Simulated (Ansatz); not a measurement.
```yaml
atoms:
  - { symbol: H, position_ang: [-0.0076, -0.0042, 1.4787] }
  - { symbol: C, position_ang: [-0.0040, -0.0047, 0.3598] }
  - { symbol: C, position_ang: [1.4627, 0.0005, -0.0899] }
  - { symbol: C, position_ang: [-0.7176, 1.2556, -0.0930] }
  - { symbol: C, position_ang: [-0.7303, -1.2580, -0.0851] }
  - { symbol: H, position_ang: [1.5128, -0.0095, -1.1959] }
  - { symbol: H, position_ang: [1.9939, 0.8947, 0.2765] }
  - { symbol: H, position_ang: [1.9974, -0.8919, 0.2766] }
  - { symbol: H, position_ang: [-0.7671, 1.3105, -1.1926] }
  - { symbol: H, position_ang: [-1.7688, 1.2718, 0.2648] }
  - { symbol: H, position_ang: [-0.2248, 2.1681, 0.2584] }
  - { symbol: H, position_ang: [-0.7630, -1.3191, -1.1900] }
  - { symbol: H, position_ang: [-0.2286, -2.1724, 0.2775] }
  - { symbol: H, position_ang: [-1.7728, -1.2871, 0.2732] }
```

Basis set: STO-3G (spherical functions). Left uncorrelated: 4 orbitals. Charge 0, multiplicity 1.

Computed with Ansatz (development build ahead of 0.2.0); each method stands on the lowest determinant of its kind that the runs found. Restricted open shells among the atoms or ions are ROHF, correlated in semicanonical orbitals with singles.

(1) Give the atomization energy at this shape (free ground-state atoms in the same class of orbitals less the molecule, no zero-point energy) of singlet C₄H₁₀ by RHF-MP2, RHF.

Results:

(1)

```
 method  atomization energy
RHF-MP2            59.20 eV
    RHF            54.49 eV
```

This basis has no polarisation functions and is too small for such energies, which can lie far from measured ones in either direction.
